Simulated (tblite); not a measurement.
Compound: C₅H₅NS.
Atom-mapped SMILES: `[CH2:1]=[CH:2][C:3](=[S:4])[CH2:5][C:6]#[N:7]` (hydrogens: H8, H9 on C1; H10 on C2; H11, H12 on C5)

Computed with GFN2-xTB (tblite), gas phase: nudged elastic band of 9 images (0 to 8), spring 0.2 eV/Å², climbing image at the end, force threshold 0.05 eV/Å. No saddle search or frequency run followed, so the top image need not be a first-order saddle, and its height can exceed the method's true barrier by a kcal/mol or more.

The band describes a rotation about C3–C5 (thiocarbonyl carbon, sp3 carbon next to a nitrile), followed by the dihedral C2–C3–C5–C6, from the optimised start (-62°) to a second optimised geometry at 62°.

Q: How does the energy change from image to image?

A: 
```
image  dihedral (°)  E (eV)  C3–C5 (Å)  C2···C6 (Å)  largest true force (eV/Å)
    0           -62   0.000      1.508         3.06                       0.01
    1           -47   0.020      1.509         3.02                       0.04
    2           -32   0.068      1.509         3.04                       0.04
    3           -16   0.116      1.510         3.07                       0.03
    4             0   0.135      1.511         3.08                       0.02
    5            16   0.111      1.510         3.05                       0.04
    6            32   0.061      1.509         3.02                       0.05
    7            47   0.017      1.509         3.00                       0.04
    8            62   0.000      1.509         3.06                       0.01
```

Barriers of this band. The top is image 4 at 0°: 0.13 eV in either direction, as the ends lie within 0.002 eV of each other (their dihedrals are equal and opposite within 4°). The central bond is 0.003 Å longer at the top than at the start.

Q: What rate follows at 298 K for crossing this barrier forward?

A: Taking the electronic barrier for the free energy of activation (no zero-point or entropy terms, transmission 1), rate = (kT/h)·exp(−ΔE/kT) ≈ 3 × 10^10 s⁻¹, whose inverse is 3 × 10^-11 s. An error of 1 kcal/mol in the barrier changes this by a factor of 5, and the method and the loose band can each miss by that much or more.

Q: How long is the path, and how are the images spaced?

A: Cartesian distances between aligned neighbours (all atoms, Å): 0.61, 0.62, 0.66, 0.67, 0.68, 0.65, 0.60, 0.55; the sum is 5.05 Å, and the top lies 51 % of the way along.

What follows is the cost of the whole band run. Time: 4.3 s; peak memory 0.18 GiB. Hardware: an Intel Xeon at 2.80 GHz with one thread, no GPU, shared host with 64 logical CPUs at a one-minute load of 5.8.
